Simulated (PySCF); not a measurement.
Isomers of C5H6N2OS, mass 142.020 u with the commonest isotopes. Computed with PBE0/def2-SVPD in PySCF (dipole) on a GFN2-xTB geometry, gas phase. One conformer each, none proved a minimum here; rigid rotors.

Question: Order these by out-of-plane moment Σ m c² = (Ia + Ib − Ic)/2, largest first.
A. `[CH3:1][S@@:2](=[O:3])[c:4]1[cH:5][cH:6][n:7][n:8][cH:9]1` with C1–S2–C4–C5 -107°
B. `[CH3:1][O:2][c:3]1[cH:4][cH:5][cH:6][n+:7]([S-:8])[n:9]1` with C1–O2–C3–C4 180°
C. `[CH3:1][C:2](=[O:3])[c:4]1[n:5][n:6][c:7]([CH3:8])[s:9]1` with C1–C2–C4–N5 0°

Answer: A (34.61 u·Å²), C (3.11 u·Å²), B (1.58 u·Å²).

Question: Order these by dipole moment, smallest first.
A. `[CH3:1][C:2](=[O:3])[c:4]1[n:5][n:6][c:7]([CH3:8])[s:9]1` with C1–C2–C4–N5 0°
B. `[CH3:1][S@@:2](=[O:3])[c:4]1[cH:5][cH:6][n:7][n:8][cH:9]1` with C1–S2–C4–C5 -107°
C. `[CH3:1][O:2][c:3]1[cH:4][cH:5][cH:6][n+:7]([S-:8])[n:9]1` with C1–O2–C3–C4 180°

Answer: A (2.18 D), B (2.63 D), C (4.58 D).

Question: Order these by rotational constant A, smallest first.
A. `[CH3:1][C:2](=[O:3])[c:4]1[n:5][n:6][c:7]([CH3:8])[s:9]1` with C1–C2–C4–N5 0°
B. `[CH3:1][O:2][c:3]1[cH:4][cH:5][cH:6][n+:7]([S-:8])[n:9]1` with C1–O2–C3–C4 180°
C. `[CH3:1][S@@:2](=[O:3])[c:4]1[cH:5][cH:6][n:7][n:8][cH:9]1` with C1–S2–C4–C5 -107°

Answer: B (2283 MHz), C (3275 MHz), A (3537 MHz).

| SMILES | point group | Ia (u·Å²) | Ib (u·Å²) | Ic (u·Å²) | κ | μa (D) | μb (D) | μc (D) |
| --- | --- | --- | --- | --- | --- | --- | --- | --- |
| C[S@@](=O)c1ccnnc1 | C1 | 154.33 | 521.86 | 606.97 | -0.89 | 2.00 | 1.20 | 1.21 |
| CC(=O)c1nnc(C)s1 | Cs | 142.87 | 520.94 | 657.59 | -0.85 | 2.16 | 0.24 | 0.00 |
| COc1ccc[n+]([S-])n1 | Cs | 221.34 | 439.35 | 657.52 | -0.50 | 3.29 | 3.19 | 0.00 |
